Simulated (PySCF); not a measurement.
C₂HF₃O₂, charge -1, multiplicity 2. Atoms are numbered in the order given.

```xyz
8

O      1.5937    -0.7317     0.7674
C      0.8815     0.3744     0.1889
O      1.4804     1.0857    -0.6780
C     -0.5411    -0.0098     0.0040
F     -1.0914    -0.6239     1.0930
F     -1.3248     1.0596    -0.2851
F     -0.8132    -0.9159    -1.0471
H      2.4302    -0.6981     0.2802
```
Charge -1, spin multiplicity 2.

Geometry optimised at r2SCAN-D4/def2-SVPD. The spin state was assumed, not searched. Other conformers were not sampled.

These are SMD-M06-2X/def2-SVPD run with PySCF values and carry that method's errors.

Solvation free energies are E(SMD) − E(gas) at the gas-phase geometry, for 1 M in both phases.

Estimate the solvation free energies in water, n-hexane, chloroform. (An estimate is asked for; the answer gives what the named calculation found.)


```json
[
 {"solvent": "water", "ΔG(solv) (kcal/mol)": "-59.3", "its non-electrostatic (CDS) part": "4.9"},
 {"solvent": "n-hexane", "ΔG(solv) (kcal/mol)": "-24.9", "its non-electrostatic (CDS) part": "-0.1"},
 {"solvent": "chloroform", "ΔG(solv) (kcal/mol)": "-43.4", "its non-electrostatic (CDS) part": "1.4"}
]
```
